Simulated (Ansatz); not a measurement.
Conformers of C11H20O2 (`CC(C)(C)C(=O)CC(=O)C(C)(C)C`), each relaxed with PBE0-D4/def2-TZVP in Ansatz. CBS adds the triple-zeta coupled-cluster correction to the MP2 limit.

Not all of them had a frequency check.

Conformer A:

```xyz
33

C     0.859    0.656    3.459
C     0.134    0.767    2.121
C    -0.330    2.203    1.896
C    -1.078   -0.178    2.126
C     1.071    0.267    1.019
O     1.906   -0.571    1.249
C     0.957    0.827   -0.400
C    -0.299    0.408   -1.155
O    -1.317    1.046   -1.042
C    -0.213   -0.811   -2.069
C    -1.603   -1.150   -2.588
C     0.700   -0.457   -3.248
C     0.368   -2.001   -1.305
H     0.183    0.951    4.266
H     1.732    1.312    3.490
H     1.199   -0.363    3.640
H    -0.906    2.306    0.976
H     0.518    2.894    1.862
H    -0.967    2.510    2.729
H    -1.738    0.096    2.953
H    -0.761   -1.213    2.272
H    -1.655   -0.108    1.204
H     1.853    0.495   -0.920
H     0.941    1.917   -0.353
H    -1.547   -2.015   -3.252
H    -2.036   -0.314   -3.140
H    -2.283   -1.388   -1.768
H     0.327    0.415   -3.791
H     0.729   -1.299   -3.944
H     1.726   -0.255   -2.933
H    -0.269   -2.281   -0.463
H     1.368   -1.804   -0.917
H     0.429   -2.862   -1.976
```

Conformer B:

Z-matrix (Å, degrees):
```
C
C 1 1.525
H 1 1.094 2 111.6
H 1 1.093 2 109.2 3 -118.5
H 1 1.091 2 111.9 3 122.2
C 2 1.536 1 109.3 3 -178.5
C 2 1.527 1 110.2 3 61.3
C 2 1.532 1 113.4 3 -60.2
H 6 1.093 2 109.1 1 -60.8
H 6 1.092 2 110.8 1 180.0
H 6 1.091 2 111.7 1 58.3
H 7 1.093 2 111.2 1 -58.9
H 7 1.093 2 109.6 1 60.4
H 7 1.090 2 111.0 1 -179.3
O 8 1.206 2 120.7 1 160.7
C 8 1.525 2 119.8 1 -21.6
C 16 1.525 8 111.5 2 -82.2
H 16 1.088 8 110.9 2 36.5
H 16 1.088 8 106.7 2 156.7
C 17 1.532 16 119.8 8 -82.2
O 17 1.206 16 119.5 8 95.6
C 20 1.527 17 108.2 16 -144.1
C 20 1.525 17 113.4 16 -21.6
C 20 1.536 17 106.2 16 98.6
H 22 1.090 20 111.0 17 -54.7
H 22 1.093 20 109.6 17 -175.0
H 22 1.093 20 111.2 17 65.6
H 23 1.091 20 111.9 17 62.0
H 23 1.094 20 111.6 17 -60.2
H 23 1.093 20 109.2 17 -178.7
H 24 1.092 20 110.8 17 57.2
H 24 1.091 20 111.7 17 -64.5
H 24 1.093 20 109.1 17 176.4
```

(1) Which is lowest in electronic energy at CCSD(T)/CBS (frozen core, def2 sets), and by how much? (Best estimate.)

(2) Give the energies relative to A (kJ/mol) with r2SCAN-D4/def2-TZVPP, ωB97M-V/def2-TZVPP, B2PLYP/def2-TZVPP, B3LYP/def2-TZVPP, HF/def2-TZVPP, CCSD(T)/def2-TZVPP, CCSD/CBS(def2). (Estimate.)

## Answers

(1) Computed: A; B lies 1.6 kJ/mol higher. Gaps under about 2 kJ/mol don't settle the order.

(2) Computed: 
| level | B |
| --- | --- |
| r2SCAN-D4/def2-TZVPP | 1.4 |
| ωB97M-V/def2-TZVPP | 1.4 |
| B2PLYP/def2-TZVPP | 2.3 |
| B3LYP/def2-TZVPP | 2.8 |
| HF/def2-TZVPP | 3.1 |
| CCSD(T)/def2-TZVPP | 1.7 |
| CCSD/CBS(def2) | 2.0 |

B3LYP here is the variant with VWN-RPA as its local correlation; programs differ in this.
